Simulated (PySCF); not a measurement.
## Correlation energy of Se (selenium, neutral)

[Ar] 3d10 4s1 4p5, high-spin 3P determinant (an excited configuration). Computed with PySCF 2.14 in x2c-TZVPPall, with scalar relativity by spin-free X2C-1e. Frozen: [Ne]; 24 electrons correlated.

| level | correlation energy (mhartree) |
| --- | --- |
| CCSD | -353.13 |
| (T) | -24.92 |
| CCSD(T) | -378.05 |

Diagnostics: T1 = 0.013, D1 = 0.0545, largest double amplitude 0.209.

A double-excitation amplitude exceeds 0.15, a sign of near-degeneracy.

Cost of the coupled-cluster step: roughly 10 core-seconds, for 24 correlated electrons.

This basis was not built for core-valence correlation, so the inner-shell part is incomplete.
